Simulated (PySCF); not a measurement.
Match the calculated data to a structure.

* Rotational structure: rotational constants A, B, C: 3.036, 1.505, 1.006 GHz [GFN2-xTB]
* NMR, other nuclei: isotropic shieldings of nuclei other than C and H, by class: -3 (1 O), 17 (1 O), 54 (1 O), 138 (1 O) ppm [GIAO PBE0/pcSseg-1]
* 1H NMR: chemical shifts (computed TMS as zero) by class: 6.26 (1 H), 6.00 (1 H), 3.89 (1 H) ppm [GIAO PBE0/pcSseg-1]
* 13C NMR: chemical shifts (computed TMS as zero) by class: 173.6 (1 C), 170.9 (1 C), 124.3 (1 C), 118.2 (1 C), 79.5 (1 C) ppm [GIAO PBE0/pcSseg-1]

Gas-phase values; electronic properties from PySCF, density fitting. Levels stand in brackets. Geometry: GFN2-xTB, one conformer, isolated ion. No diffuse functions stand in pcSseg-1, which bears on an anion's orbital energies. Each NMR value is the plain mean over a class of atoms that symmetry, rotation or inversion makes alike.

Task: Which candidate is it?
A. `O=S(=O)([O-])C=C1C=CC=C1`
B. `O=COc1ccoc1[O-]`
C. `O=C([O-])C#CCC(F)(F)F`
D. `O=C(O)c1ccoc1[O-]`

Result: D. It is `O=C(O)c1ccoc1[O-]`. Numbering: `[O:1]=[C:2]([OH:3])[c:4]1[cH:5][cH:6][o:7][c:8]1[O-:9]`. 5 carbons fall into 5 classes; from least to most shielded: aromatic carbon bearing oxygen [C8] (173.6 ppm), carboxylic acid carbon [C2] (170.9 ppm), aromatic CH next to a ring oxygen [C6] (124.3 ppm), aromatic CH carbon [C5] (118.2 ppm), substituted aromatic carbon [C4] (79.5 ppm). Hydrogen classes from least to most shielded: 1 H on an aromatic CH carbon, C5 (6.26 ppm), 1 H on an aromatic CH next to a ring oxygen, C6 (6.00 ppm), 1 H on an acid hydroxyl oxygen, O3 (3.89 ppm). The other shieldings belong to: -3 ppm, acid carbonyl oxygen [O1]; 17 ppm, aryloxide oxygen [O9]; 54 ppm, furan-type oxygen [O7]; 138 ppm, acid hydroxyl oxygen [O3]. The optimised geometry has point group Cs and is an asymmetric top.

The others, at the same levels:
- `O=COc1ccoc1[O-]` fails: its computed 13C shifts are 165.7 (1 C), 159.0 (1 C), 114.8 (1 C), 113.0 (1 C), 111.7 (1 C) ppm, 1H shifts are 8.00 (1 H), 7.23 (1 H), 5.61 (1 H) ppm and rotational constant A is 3.463 GHz (against 3.036 GHz).
- `O=C([O-])C#CCC(F)(F)F` fails: it has 2 hydrogens where the 1H data count 3; its computed 13C shifts are 154.4 (1 C), 136.7 (1 C), 104.0 (1 C), 55.0 (1 C), 30.9 (1 C) ppm, 1H shifts are 3.07 (2 H) ppm and rotational constant A is 3.581 GHz (against 3.036 GHz).
- `O=S(=O)([O-])C=C1C=CC=C1` fails: it has 5 hydrogens where the 1H data count 3; its computed 13C shifts are 175.3 (1 C), 148.5 (1 C), 139.4 (1 C), 133.8 (1 C), 128.0 (1 C), 126.2 (1 C) ppm, 1H shifts are 8.48 (1 H), 7.66 (1 H), 6.02 (1 H), 5.96 (1 H), 5.76 (1 H) ppm and rotational constant A is 3.228 GHz (against 3.036 GHz).

Each candidate is one conformer, not necessarily the lowest. Dipoles, sizes and rotational constants follow the conformer. The torsions of the flexible species, by atom-mapped SMILES:
- `[O:1]=[C:2]([OH:3])[c:4]1[cH:5][cH:6][o:7][c:8]1[O-:9]`: O1–C2–C4–C5 0°, H–O3–C2–O1 0°
- `[O:1]=[CH:2][O:3][c:4]1[cH:5][cH:6][o:7][c:8]1[O-:9]`: O1–C2–O3–C4 0°, C2–O3–C4–C5 0°
- `[O:1]=[C:2]([O-:3])[C:4]#[C:5][CH2:6][C:7]([F:8])([F:9])[F:10]`: C5–C6–C7–F8 62°
- `[O:1]=[S:2](=[O:3])([O-:4])[CH:5]=[C:6]1[CH:7]=[CH:8][CH:9]=[CH:10]1`: O1–S2–C5–C6 180°
